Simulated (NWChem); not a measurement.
System: SiHClF2; SMILES F[SiH](Cl)F

Here is an NWChem input.

```
start job
memory heap 200 mb stack 900 mb global 1100 mb
geometry units angstroms noautoz
  Si     0.357770     0.439999     0.000000
  F     -0.291880     1.119212    -1.288142
  F     -0.291880     1.119212     1.288142
  Cl    -0.097629    -1.551565     0.000000
  H      1.812624     0.634541     0.000000
end
basis spherical
  Si library def2-svp
  F library def2-svp
  Cl library def2-svp
  H library def2-svp
end
dft
  xc b3lyp
  iterations 150
  vectors input atomic output neutral.movecs
end
task dft energy
charge 1
dft
  odft
  mult 2
  vectors input atomic output cation.movecs
end
task dft energy
```

The geometry was optimised at B3LYP/6-31G* (spherical d). B3LYP is NWChem's, with the RPA form of VWN correlation.

Ions are spin-unrestricted doublets at the neutral geometry; other ion states weren't tried.

Task: What results follow from this input? (B3LYP/def2-SVP, vertical spin-unrestricted ions.) Quantities: vertical ionisation energy, ΔSCF (eV); −ε(HOMO) (eV).

Result: 
| Quantity | Result |
|---|---|
| vertical ionisation energy, ΔSCF (eV) | 12.50 |
| −ε(HOMO) (eV) | 9.44 |
